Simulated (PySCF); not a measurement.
Dipole moment and polarisability of (MgSe)2 ring

Compound: (MgSe)2 ring, Mg2Se2.
Structure used (PBE0-D3(BJ)/def2-SVP), in Å, numbered top down from 1:
```xyz
4
Mg2Se2 angstrom
Mg     0.4615    0.4096   -1.2086
Se    -1.5550    1.3305   -0.1443
Mg    -0.4617   -0.4098    1.2085
Se     1.5553   -1.3303    0.1444
```

Level: wB97X-D/def2-SVPD (PySCF), static field, nuclei fixed, core orbitals frozen in the response. The polarisability tensor in these axes (au):

```
x   123.42 -16.27  -8.09
y   -16.27 116.40 -10.89
z    -8.09 -10.89 123.40
```

What are the eigenvalues, a third of the trace, and Δα (Δα² = ½Σ(αi − αj)² over the three pairs)?

Principal values 96.45, 130.18 and 136.59 au; mean 121.07 au = 17.94 Å³ = 19.96 × 10⁻⁴⁰ C²·m²/J; Δα = 37.35 au (31 % of the mean).

What is the dipole moment?

0.00 D; point group D2h allows none.

What are the principal values of the traceless quadrupole moment, Θ = ½Σq(3rr − r²1), about the centre of nuclear charge?

-34.98, -2.78, 37.76 D·Å. With no charge and no dipole, the values don't depend on the origin. The electronic extent ⟨r²⟩ about the same centre is 1310 bohr², a root-mean-square distance of 2.00 Å for the 92 electrons.

Give the principal axes and the span of the nuclei along them.

Largest value along (0.76, -0.65, 0.07), where the nuclei span 4.10 Å; middle along (-0.34, -0.30, 0.89), 2.71 Å; least along (0.56, 0.70, 0.45), 0.00 Å. The response follows the extents in order.

What depolarisation ratio follows for Rayleigh scattering of linearly polarised light, taking the static tensor?

ρ = 3Δα²/(45ᾱ² + 4Δα²) = 4185.0/(659645 + 5580.0) = 0.00629.

Find the Langevin capture rate constant for H3O+ (19.018 u) meeting this molecule (207.803 u), k = 2.342 × 10⁻⁹ cm³/s × √(α in Å³ / reduced mass in u).

The reduced mass is 17.42 u, so k = 2.38 × 10⁻⁹ cm³/s.

Geometry: PBE0-D3(BJ)/def2-SVP; no solvent, vibrations or thermal averaging. The calculation is non-relativistic, for selenium too.

The run behind these numbers computed excited states as well. Time: 12 s wall. Hardware: an Arm Neoverse V1 with one thread, no GPU, on a shared host.
